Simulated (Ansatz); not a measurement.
`BC(F)CO` and `BC(F)CC` differ in one atom or group.

Ansatz, PBE0-D4/def2-TZVP geometries, multiplicity 1. Each molecule was computed in one conformer, which needn't be the lowest. `BC(F)CO` holds a close contact that its SMILES doesn't draw: O···B 1.75 Å.

| property | `BC(F)CO` |
| --- | --- |
| size of the dipole moment (PBE/def2-TZVPP) / D | 4.30 |
| LUMO energy (PBE0/def2-TZVPP) / eV | -0.17 |
| LUMO energy (ωB97M-V/def2-TZVPP) / eV | 1.37 |
| HOMO energy (ωB97M-V/def2-TZVPP) / eV | -10.26 |
| HOMO–LUMO gap (PBE0/def2-TZVPP) / eV | 7.74 |
| HOMO–LUMO gap (B3LYP/def2-TZVPP) / eV | 7.20 |

Q: Give the same properties after the change, and the shifts. (Best estimate.)

A: Computed: 
```tsv
property	`BC(F)CC`	shift
size of the dipole moment (PBE/def2-TZVPP) / D	1.82	-2.48
LUMO energy (PBE0/def2-TZVPP) / eV	-1.71	-1.54
LUMO energy (ωB97M-V/def2-TZVPP) / eV	0.20	-1.17
HOMO energy (ωB97M-V/def2-TZVPP) / eV	-10.93	-0.67
HOMO–LUMO gap (PBE0/def2-TZVPP) / eV	6.86	-0.88
HOMO–LUMO gap (B3LYP/def2-TZVPP) / eV	6.41	-0.79
```

With PBE0 the HOMO falls by 0.66 eV and the LUMO falls by 1.54 eV, so the gap narrows by about 0.88 eV. PBE moves the HOMO by -0.62 eV and ωB97M-V by -0.67 eV. Dipoles are sizes alone; their direction can turn.

Positive LUMOs are unbound, so they and the gaps depend on the basis.

B3LYP here is the variant with VWN-RPA as its local correlation; programs differ in this.
